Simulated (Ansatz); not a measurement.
These are frozen-core CCSD(T)/cc-pVTZ // B3LYP-D3(BJ)/def2-TZVP run with Ansatz (a quantum-chemistry and plane-wave program) values and carry that method's errors.

Ansatz 0.2 input:
```yaml
crystal:
  periodic: [false, false, false]
  atoms:
    - { symbol: C, position_ang: [-1.31917, -0.363211, 0.507487] }
    - { symbol: C, position_ang: [-0.863846, 0.626241, -0.258003] }
    - { symbol: O, position_ang: [0.406833, 0.851573, -0.661762] }
    - { symbol: C, position_ang: [1.392792, -0.07064, -0.225563] }
    - { symbol: H, position_ang: [-0.690425, -1.1406, 0.914972] }
    - { symbol: H, position_ang: [-2.372922, -0.400084, 0.739845] }
    - { symbol: H, position_ang: [-1.51816, 1.393366, -0.653451] }
    - { symbol: H, position_ang: [2.336826, 0.269656, -0.643643] }
    - { symbol: H, position_ang: [1.171239, -1.079363, -0.586272] }
    - { symbol: H, position_ang: [1.456832, -0.086935, 0.866388] }
basis:
  gaussian: { orbitals: cc-pVTZ }
correlation:
  method: ccsd_t
```

Output:

```
Functional definition: HF
1167 factors; integrals over basis functions are off by at most 1.0e-3 eV
mean field evaluation 1: about -5221.8909 eV, gradient 3.0e1 eV
mean field evaluation 2: about -5221.8955 eV, gradient 3.0e1 eV
mean field evaluation 4: about -5224.3101 eV, gradient 3.6e0 eV
mean field evaluation 8: about -5224.3456 eV, gradient 3.3e-4 eV
mean field evaluation 16: about -5224.3417 eV, gradient 2.7e-1 eV
mean field -5224.34564211 eV, -191.9911611587 hartree, gradient 3.3e-6 eV, S^2 0.000000; 0 other end points of the search recorded, 0 dependent functions left out
4 core orbitals not correlated
reference -5224.34564211 eV, -191.9911611587 hartree; 12, 12 occupied and 188, 188 virtual orbitals, 1167 factors
second order -20.17036795 eV of doubles, -0.00000000 eV of singles
cycle   1  -20.40836135 eV  change   -2.4e-1 eV  update   9.7e-2
cycle   2  -20.90713579 eV  change   -5.0e-1 eV  update   3.0e-2
cycle   3  -21.02892708 eV  change   -1.2e-1 eV  update   1.6e-2
cycle   4  -21.02105328 eV  change    7.9e-3 eV  update   4.0e-3
cycle   5  -21.02007474 eV  change    9.8e-4 eV  update   1.8e-3
cycle   6  -21.02086387 eV  change   -7.9e-4 eV  update   4.8e-4
cycle   7  -21.02057346 eV  change    2.9e-4 eV  update   1.8e-4
cycle   8  -21.02052287 eV  change    5.1e-5 eV  update   6.7e-5
cycle   9  -21.02053233 eV  change   -9.5e-6 eV  update   2.9e-5
perturbative correction -0.87381205 eV, -0.0321120006 hartree
Total energy: -5246.23998649 eV, -192.7957634742 hartree
```

Cost: about 30 core-seconds (a rough figure).
